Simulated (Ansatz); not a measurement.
```yaml
crystal:
  periodic: [false, false, false]
  atoms:
    - {symbol: N, position_ang: [-1.942476, 0.788420, 2.192227]}
    - {symbol: C, position_ang: [-1.077176, 0.627349, 1.250108]}
    - {symbol: Si, position_ang: [0.301783, 0.388517, -0.246122]}
    - {symbol: Cl, position_ang: [-0.381929, 1.518696, -2.066916]}
    - {symbol: Cl, position_ang: [2.314057, 1.074308, 0.489074]}
    - {symbol: C, position_ang: [0.394086, -1.609226, -0.690840]}
    - {symbol: N, position_ang: [0.460310, -2.864224, -0.978712]}
basis:
  gaussian: {orbitals: "6-311G**"}
hamiltonian: {xc: {name: HF}}
accuracy: high
output: {forces: true}
```

```sh
$ ansatz run in.yaml --threads 4 --pin off --events-out ev --progress --plain --max-ram 10444MiB
```

(1) How does Ansatz answer? (Estimate.)

Results:

(1) The calculation gave: The input was rejected before any iteration.
```
Error: <dir> can't be read: No such file or directory (os error 2)
```
